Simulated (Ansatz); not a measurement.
Breaking a bond: NH (cation, charge +1), lowest doublet found (which spin is the ground state isn't settled by this scan).

Computed with: UKS-PBE0 = Ansatz (an electronic-structure program) with unrestricted PBE0/aug-cc-pVTZ; UKS-CAM-B3LYP = unrestricted CAM-B3LYP/aug-cc-pVTZ (Ansatz); UKS-PBE = unrestricted PBE/aug-cc-pVTZ (Ansatz); FCI = full CI/aug-cc-pVTZ, frozen core (Ansatz).

Cost and accuracy over the 22 points of the scan, with FCI as yardstick. Costs are rough ratios of core time within Ansatz on shared cores, each with its mean field (Kohn-Sham runs search longer for lower solutions than correlated ones do); the miss is the largest error against full CI of the curve after the mean shift, in mEh.

Task: Which is the cheapest of these levels that stays within 31 mEh of FCI?

Result: UKS-CAM-B3LYP.

| level | relative cost | largest error |
|---|---|---|
| UKS-PBE0 | 1 | 35.6 |
| UKS-CAM-B3LYP | 1 | 27.0 |
| UKS-PBE | 1 | 50.6 |

Costs within a factor of two of each other count as equal.

The unrestricted determinant behind UKS-PBE0, UKS-CAM-B3LYP, UKS-PBE is spin-contaminated at 0.74 to 3.46 Å (<S²> up to 1.8, against 0.75 for a pure doublet).
